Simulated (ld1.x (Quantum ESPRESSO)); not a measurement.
## What the settings do to the TM potential of iodine (I)

Base potential:

ld1.x (Quantum ESPRESSO) 7.5 input, shortened:

```
&input
   title='I', zed=53., rel=1, dft='PBE', iswitch=3,
   config='[Kr] 4d10 5s2 5p4.5'
 /
 &inputp
   pseudotype=2, tm=.true., lloc=2,
   nlcc=.true., new_core_ps=.true., rcore=1.05
 /
3
5S  1  0   2.00   0.00  1.80  1.80  0.0
5P  2  1   4.50   0.00  2.00  2.00  0.0
4D  3  2  10.00   0.00  1.25  1.25  0.0
 &test
   configts(1)='4d10 5s2 5p4.5'
 /
```

Cutoffs, loose and tight: the cutoffs (Ry, on a coarse ladder) from which the occupation-weighted sum of valence levels, in a spherical-Bessel basis at the reference potential, stays within 10 and 1 mRy of its value at 400 Ry. They do not see the model core or the augmentation charge, which bear on the density cutoff. Test errors are all-electron minus pseudo excitation energies from the reference, over the configurations 4d10 5s2 5p5; 4d10 5s2 5p4; 4d10 5s2 5p3; 4d10 5s2 5p1; 4d10 5s2 5p5.3; 4d9 5s2 5p6; 4d9 5s2 5p5. A dash means not determined; rows that change the core or the reference have their own tests.

A true bound ghost makes a file unfit for plane-wave use even where its test errors are small: the radial tests pick states by their node count and pass the ghost by.

```tsv
change	outcome	cutoff, loose	cutoff, tight	bound ghosts	largest test error (meV)
base	generated	120 Ry	200 Ry	s, p	-478
wave 5s (bound): rc 1.80 bohr becomes 5s (bound): rc 2.78 bohr	generated	120 Ry	200 Ry	s, p	-357
wave 5p (bound): rc 2.00 bohr becomes 5p (bound): rc 1.94 bohr	generated	120 Ry	200 Ry	s, p	-475
core correction Bessel-smoothed model core inside 1.42 bohr	generated	120 Ry	200 Ry	s, p	-463
type PAW; waves now 5s (bound): rcut 1.55, rcutus 1.80 bohr; 5s channel at 0.05 Ry: rcut 1.55, rcutus 1.80 bohr; 5p (bound): rcut 1.75, rcutus 2.00 bohr; 5p channel at 2.4 Ry: rcut 1.75, rcutus 2.00 bohr; 4d (bound): rcut 1.10, rcutus 1.25 bohr; 4d channel at -3.35 Ry: rcut 1.10, rcutus 1.25 bohr; local potential all-electron potential smoothed inside 1.05 bohr (lloc = -1); augmentation BESSEL, radius 0.80 bohr	generated	100 Ry	160 Ry	s, p	-175
reference 4d10 5s2 5p5	generated	120 Ry	180 Ry	s, p	+23
wave 4d (bound): rc 1.25 bohr becomes 4d (bound): rc 1.34 bohr	generated	110 Ry	180 Ry	s, p	-480
local potential the s channel	generated	120 Ry	200 Ry	none	-615
type ultrasoft; waves now 5s (bound): rcut 1.55, rcutus 1.80 bohr; 5s channel at 0.9 Ry: rcut 1.55, rcutus 1.80 bohr; 5p (bound): rcut 1.75, rcutus 2.00 bohr; 5p channel at 0.65 Ry: rcut 1.75, rcutus 2.00 bohr; 4d (bound): rcut 1.10, rcutus 1.25 bohr; 4d channel at -0.9 Ry: rcut 1.10, rcutus 1.25 bohr; local potential all-electron potential smoothed inside 1.65 bohr (lloc = -1); augmentation PSQ, inside the norm-conserving radii	generated	100 Ry	160 Ry	none	-247
wave 5p (bound): rc 2.00 bohr becomes 5p (bound): rc 2.88 bohr	generated	120 Ry	200 Ry	s, p	-335
type ultrasoft; waves now 5s (bound): rcut 1.55, rcutus 1.80 bohr; 5s channel at 0.05 Ry: rcut 1.55, rcutus 1.80 bohr; 5p (bound): rcut 1.75, rcutus 2.00 bohr; 5p channel at -0.35 Ry: rcut 1.75, rcutus 2.00 bohr; 4d (bound): rcut 1.10, rcutus 1.25 bohr; 4d channel at -3 Ry: rcut 1.10, rcutus 1.25 bohr; local potential all-electron potential smoothed inside 1.50 bohr (lloc = -2); augmentation PSQ, radius 1.25 bohr	failed: find_q: problem finding q	–	–	–	–
```
